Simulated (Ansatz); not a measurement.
`N[SiH2][GaH2]` + CH₃NH₂ → `CN[SiH2][GaH2]` + NH₃ at 400 K and 1 bar (ligand exchange at the Si–N bond).

Program: Ansatz. Geometries: PBE0-D4/def2-TZVP. ΔE: electronic, gas phase. CCSD(T)/CBS is the MP2 limit (def2-TZVPP, def2-QZVPP) plus CCSD(T) − MP2 in def2-TZVPP, frozen cores. This one scheme is used for every species. For Ga outer-core shells are correlated without core-valence functions, which leaves a few kJ/mol of doubt a bond. Scalar relativity is left out up to krypton. Each species was taken in one conformer, which may not be the lowest.

```csv
species,CCSD(T)/CBS energy (Eh),H − E (kJ/mol),S (J/(mol·K))
`N[SiH2][GaH2]`,-2271.33200,178.4,370.7
CH₃NH₂,-95.75281,185.4,256.0
`CN[SiH2][GaH2]`,-2310.57822,259.2,412.7
NH₃,-56.50880,104.2,203.1
```

H − E and S are ideal-gas, rigid-rotor, harmonic terms from PBE0-D4/def2-TZVP, for one conformer and one mirror image of each species. 1 Eh = 2625.50 kJ/mol, R = 8.31446 J/(mol·K).

Q: By hand: ΔE, ΔH, ΔS and ΔG.

A: ΔE = (-2310.57822) + (-56.50880) − (-2271.33200) − (-95.75281) = -0.00221 Eh = -5.8 kJ/mol. Δ(H − E) = 259.2 + 104.2 − 178.4 − 185.4 = -0.4, so ΔH = -6.2 kJ/mol. ΔS = 412.7 + 203.1 − 370.7 − 256.0 = -10.9 J/(mol·K). ΔG = -6.2 − 400 × (-10.9)/1000 = -1.8 kJ/mol.

Q: By hand: the equilibrium constant, and the temperature at which ΔG would vanish if ΔH and ΔS stayed fixed.

A: log₁₀ K = −ΔG/(RT ln 10) = 0.2. ΔG = 0 at ΔH/ΔS = 569 K, though so small a ΔH makes that figure unsure.

TΔS isn't small against ΔH here. The sign of ΔG lies within the doubt. A doubt of 5 kJ/mol in ΔE shifts log₁₀ K by 0.7 here. Other conformers and mirror images would add mixing entropy, several J/(mol·K) or more a flexible species. These are equilibria of isolated gas molecules and say nothing of rates. Largest T1 diagnostic: 0.012 (customary marks: 0.02 for closed shells, 0.045 for open ones).
